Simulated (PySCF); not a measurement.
FNa, singlet, at a GFN2-xTB geometry (such geometries of metal compounds can be far from the true shape), with bond 2-1 at 2.2 times its length; HF/cc-pVTZ run with PySCF.

The PySCF input:
```python
from pyscf import gto, scf

mol = gto.M(
    atom='''
Na   -0.000000   -0.000000   -0.786912
F     0.000000    0.000000    3.060214
''',
    basis='cc-pvtz',
    charge=0,
    spin=0,
    verbose=3,
)

mf = scf.RHF(mol)
mf.kernel()
mo_i, mo_e, stable_i, stable_e = mf.stability(internal=True, external=True, return_status=True, nroots=6, tol=1e-6)
print('internally stable:', stable_i, ' externally stable:', stable_e)
if not stable_e:
    umf = mf.to_uhf() if not hasattr(mf, 'xc') else mf.to_uks()
    umf.scf_summary = {}
    umf.kernel(umf.make_rdm1(mo_e, umf.mo_occ))
mf.analyze()
```

Question: Predict the main parts of the log of this PySCF run.

Answer: 
```
converged SCF energy = -261.251493275419
<class 'pyscf.scf.hf.RHF'> wavefunction is stable in the internal stability analysis
<class 'pyscf.scf.hf.RHF'> wavefunction is stable in the real -> complex stability analysis
<class 'pyscf.scf.hf.RHF'> wavefunction is stable in the RHF/RKS -> UHF/UKS stability analysis
internally stable: True  externally stable: True
**** MO energy ****
MO #1   energy= -40.6174629953428  occ= 2
MO #2   energy= -25.9357922196462  occ= 2
MO #3   energy= -2.92902965193213  occ= 2
MO #4   energy= -1.65250594391803  occ= 2
MO #5   energy= -1.65250594391802  occ= 2
MO #6   energy= -1.65112817309174  occ= 2
MO #7   energy= -1.19103827240436  occ= 2
MO #8   energy= -0.301072091576369 occ= 2
MO #9   energy= -0.301072091576363 occ= 2
MO #10  energy= -0.291300213063489 occ= 2
MO #11  energy= -0.0600923929119421 occ= 0
MO #12  energy= 0.00128474443775941 occ= 0
MO #13  energy= 0.0012847444377634 occ= 0
MO #14  energy= 0.0248440675357973 occ= 0
MO #15  energy= 0.0587044669976099 occ= 0
MO #16  energy= 0.0587044669976151 occ= 0
MO #17  energy= 0.0673183209036583 occ= 0
MO #18  energy= 0.1011850215185    occ= 0
 ** Mulliken atomic charges  **
charge of    0Na =      0.93027
charge of    1F =     -0.93027
Dipole moment(X, Y, Z, Debye):  0.00000,  0.00000, -17.43738
```
